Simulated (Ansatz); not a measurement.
Reaction (redistribution): `C[SiH2]C[SiH2]F` + `O[SiH2]P[SiH3]` → `F[SiH2]P[SiH3]` + `C[SiH2]C[SiH2]O`

Program: Ansatz. Geometries: PBE0-D4/def2-TZVP. ΔE: electronic, gas phase. CCSD(T)/CBS adds triple-zeta CCSD(T) − MP2 to the extrapolated MP2 energy (def2 sets, frozen cores). Functionals use def2-TZVPP. Each species was taken in one conformer, which may not be the lowest.

| level | ΔE (eV) |
| --- | --- |
| PBE-D4 | 0.11 |
| r2SCAN | 0.11 |
| SCS-MP2/def2-TZVPP | 0.10 |
| HF/CBS(def2) | 0.08 |

(1) What does CCSD(T)/CBS give? (An estimate is asked.)

Largest T1 diagnostic among the species: 0.013.

Answers

(1) Computed: +0.10 eV. The listed levels differ from it by 0.01, 0.01, 0.00, -0.02 eV.
